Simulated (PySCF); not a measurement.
Computed Raman spectrum (relative Raman activity) of a molecule CH5FO2Si. Geometry: PBE0-D3(BJ)/def2-SVP. The values are those of a single conformer. Computed with PBE0-D3(BJ)/def2-SVP (PySCF 2.14.0). Frequencies are harmonic and unscaled.

Lines under 2 % of the strongest are left out, and lines within 2 cm⁻¹ are merged.

```
ν (cm⁻¹)  relative intensity
--------  ------------------
739                      5.9
785                      4.7
842                      4.8
885                      5.6
1177                     2.0
1475                     8.0
1478                      23
2342                      74
3028                     100
3113                      48
3149                      68
3933                      61
```

Task: Which structure fits?
A. O[SiH](O)CF
B. OC[Si@H](O)F
C. CO[SiH](O)F
D. C[Si](O)(O)F

Result: C, CO[SiH](O)F
